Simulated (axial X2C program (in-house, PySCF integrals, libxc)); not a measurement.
# Curves of SnS⁺ by EOM-IP-CCSD

Computed with an axial X2C code built on PySCF integrals: two-component X2C with atomic mean-field Coulomb and Gaunt terms, Gaussian nuclei, basis Sn dyall-cv3z, S dyall-av3z with contracted cores.

Energies in eV from the lowest point of the lowest state; states are followed by energy order within each Ω. Reference: SnS, 20 electrons correlated in 82 virtual spinors with an MP2 remainder; levels at this size can be off by some tenths of an eV. Masses 119.902 and 31.972 u.

```csv
R (Å),(1)Ω=3/2,(1)Ω=1/2,(2)Ω=1/2,(3)Ω=1/2
2.035,1.2466,0.8933,1.3538,5.2509
2.123,0.5804,0.5573,0.7007,4.9217
2.212,0.1968,0.2706,0.5043,4.8607
2.312,0.0079,0.0841,0.5680,5.0155
2.411,0.0000,0.0734,0.7577,5.3275
2.544,0.1677,0.2306,1.1199,5.8733
```

T1 of the reference reaches 0.032 (Lee–Taylor). Curves followed by order can swap character. Number of frozen shells: Sn 4 s, 3 p, 1 d; S 2 s, 1 p. Roots with under 60 % one-particle weight at any point are counted in the labels but not shown, and the list ends where the roots sought for some Ω run out; states that need a further excitation are missing and may lie low or lowest. Curves with a minimum but no constants failed the fit check.
